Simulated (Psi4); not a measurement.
C3H7O (SMILES CC(C)[O-]), charge -1, singlet, at a GFN2-xTB geometry (a gas-phase anion, which may not be bound at this level); BLYP/6-31G, TDA (Psi4).

Input for Psi4:
```
memory 2 GB

molecule {
-1 1
O     0.08899710    1.43088420   -0.08118659
C     0.01343825    0.20025079    0.32899196
H     0.01001676    0.09169714    1.48797866
C    -1.29684950   -0.56613889   -0.11540926
C     1.21578017   -0.72282944   -0.12266765
H    -1.33010427   -0.62689202   -1.20297656
H     1.23496983   -0.78685306   -1.21038645
H    -2.16956349   -0.00875399    0.22242518
H     2.15291093   -0.27830859    0.20993858
H    -1.33652727   -1.57585545    0.30207714
H     1.13210721   -1.72980240    0.29494585
symmetry c1
}

set {
  basis 6-31g
  puream true
  save_jk true
  tdscf_states [5]
  tdscf_tda true
  d_convergence 1e-8
}

energy('td-blyp')
print_variables()
```

Output, abridged:

```
   => Loading Basis Set <=

    Name: 6-31G
    Role: ORBITAL
    Keyword: BASIS

         ---------------------------------------------------------
                                   SCF
               by Justin Turney, Rob Parrish, Andy Simmonett
                          and Daniel G. A. Smith
                              RKS Reference
         ---------------------------------------------------------

  ==> Geometry <==

    Molecular point group: c1
    Full point group: C1

    Geometry (in Angstrom), charge = -1, multiplicity = 1:

       Center              X                  Y                   Z               Mass
    ------------   -----------------  -----------------  -----------------  -----------------
         O            0.083860039878     1.348427652788    -0.079446093929    15.994914619570
         C            0.008301189878     0.117794242788     0.330732456071    12.000000000000
         H            0.004879699878     0.009240592788     1.489719156071     1.007825032230
         C           -1.301986560122    -0.648595437212    -0.113668763929    12.000000000000
         C            1.210643109878    -0.805285987212    -0.120927153929    12.000000000000
         H           -1.335241330122    -0.709348567212    -1.201236063929     1.007825032230
         H            1.229832769878    -0.869309607212    -1.208645953929     1.007825032230
         H           -2.174700550122    -0.091210537212     0.224165676071     1.007825032230
         H            2.147773869878    -0.360765137212     0.211679076071     1.007825032230
         H           -1.341664330122    -1.658311997212     0.303817636071     1.007825032230
         H            1.126970149878    -1.812258947212     0.296686346071     1.007825032230

  Running in c1 symmetry.

  Rotational constants: A =      0.29712  B =      0.27628  C =      0.16287 [cm^-1]
  Rotational constants: A =   8907.34543  B =   8282.78425  C =   4882.75824 [MHz]
  Nuclear repulsion =  125.540147957540313

  Charge       = -1
  Multiplicity = 1
  Electrons    = 34
  Nalpha       = 17
  Nbeta        = 17

  ==> Algorithm <==

  SCF Algorithm Type is DF.
  DIIS enabled.
  MOM disabled.
  Fractional occupation disabled.
  Guess Type is SAD.
  Energy threshold   = 1.00e-06
  Density threshold  = 1.00e-08
  Integral threshold = 1.00e-12

  ==> Primary Basis <==

  Basis Set: 6-31G
    Blend: 6-31G
    Number of shells: 34
    Number of basis functions: 50
    Number of Cartesian functions: 50
    Spherical Harmonics?: true
    Max angular momentum: 1

  ==> DFT Potential <==

   => LibXC <=

    Version 7.1.2
    S. Lehtola, C. Steigemann, M. J. T. Oliveira, and M. A. L. Marques,  SoftwareX 7, 1–5 (2018) (10.1016/j.softx.2017.11.002)

   => Composite Functional: BLYP <=

    BLYP GGA Exchange-Correlation Functional

    P.J. Stephens et. al., J. Phys. Chem., 98, 11623-11627, 1994
    B. Miehlich et. al., Chem. Phys. Lett., 157(3), 200-206 1989

    Deriv               =              1
    GGA                 =           TRUE
    Meta                =          FALSE

    Exchange Hybrid     =          FALSE
    MP2 Hybrid          =          FALSE

   => Exchange Functionals <=

    1.0000     XC_GGA_X_B88

   => Correlation Functionals <=

    1.0000     XC_GGA_C_LYP

   => LibXC Density Thresholds  <==

    XC_GGA_C_LYP:  1.00E-14
    XC_GGA_X_B88:  1.00E-15

   => Molecular Quadrature <=

    Radial Scheme          =       TREUTLER
    Pruning Scheme         =           NONE
    Nuclear Scheme         =       TREUTLER

    Blocking Scheme        =         OCTREE
    BS radius alpha        =              1
    Pruning alpha          =              1
    Radial Points          =             75
    Spherical Points       =            302
    Total Points           =         234464
    Total Blocks           =           1795
    Max Points             =            256
    Max Functions          =             50
    Weights Tolerance      =       1.00E-15

[...]
  @DF-RKS Final Energy:  -193.57193150634794
    Total Energy =                       -193.5719315063479371
[...]

                         Generalized Davidson Solver
                               By Ruhee Dcunha

  ==> Options <==

    Max number of iterations        = 60
    Eigenvector tolerance           = 1.0000e-06
    Max number of expansion vectors = 1500

  => Iterations <=
                           Max[D[value]]     Max[|R|]   # vectors
  DavidsonSolver iter   1:   2.02347e-01  4.00476e-02     20
  DavidsonSolver iter   2:   1.53667e-03  5.00109e-03     25
  DavidsonSolver iter   3:   2.25078e-05  1.32695e-03     30
  DavidsonSolver iter   4:   1.55846e-06  1.26619e-04     35
  DavidsonSolver iter   5:   1.83596e-08  1.15595e-05     40
  DavidsonSolver iter   6:   1.05793e-10  8.42607e-07     42      Converged

******************************************************************************************
**********                               WARNING                                **********
**********  Length-gauge rotatory strengths are **NOT** gauge-origin invariant  **********
******************************************************************************************

                                    Excitation Energy         Total Energy        Oscillator Strength             Rotatory Strength
     #   Sym: GS->ES (Trans)        au              eV              au          au (length)    au (velocity)    au (length)    au (velocity)
    ---- -------------------- --------------- --------------- --------------- --------------- --------------- --------------- ---------------
     1        A->A (1 A)       0.14974         4.07454        -193.42219       0.0130          0.0102          0.0000         -0.0000
     2        A->A (1 A)       0.15553         4.23227        -193.41640       0.0171          0.0040         -0.0000          0.0000
     3        A->A (1 A)       0.19730         5.36890        -193.37463       0.0000          0.0001         -0.0000         -0.0000
     4        A->A (1 A)       0.20015         5.44638        -193.37178       0.0265          0.0014          0.0000          0.0000
     5        A->A (1 A)       0.20217         5.50124        -193.36976       0.0170          0.0058         -0.0000         -0.0000

Contributing excitations
Only contributions with abs(coeff) > 1.00e-01 will be printed:

Excited State    1 (1 A):   0.14974 au   304.29 nm f = 0.0130
  Sums of squares: Xssq =  1.000000e+00
     16a  ->  18a    -0.999210 (99.842%)

Excited State    2 (1 A):   0.15553 au   292.95 nm f = 0.0171
  Sums of squares: Xssq =  1.000000e+00
     16a  ->  20a    -0.132116 ( 1.745%)
     17a  ->  18a    -0.978151 (95.678%)

Excited State    3 (1 A):   0.19730 au   230.93 nm f = 0.0000
  Sums of squares: Xssq =  1.000000e+00
     16a  ->  19a     0.995866 (99.175%)

Excited State    4 (1 A):   0.20015 au   227.65 nm f = 0.0265
  Sums of squares: Xssq =  1.000000e+00
     16a  ->  20a     0.224750 ( 5.051%)
     17a  ->  19a     0.879052 (77.273%)
     17a  ->  21a     0.397736 (15.819%)
     17a  ->  22a    -0.107287 ( 1.151%)

Excited State    5 (1 A):   0.20217 au   225.37 nm f = 0.0170
  Sums of squares: Xssq =  1.000000e+00
     17a  ->  20a     0.994233 (98.850%)

******************************************************************************************
**********                               WARNING                                **********
**********       The names of excited state variables changed between 1.5       **********
**********     and 1.6. For a quick solution, remove the symmetry specifier     **********
**********   from the variable name. For full details, see 'Notes on Psivars'   **********
**********                        in the documentation.                         **********
******************************************************************************************

  Variable Map:
  ----------------------------------------------------------------------------
[...]
  Array Variable Map:
  ----------------------------------------------------------------------------
[...]
[...]
```
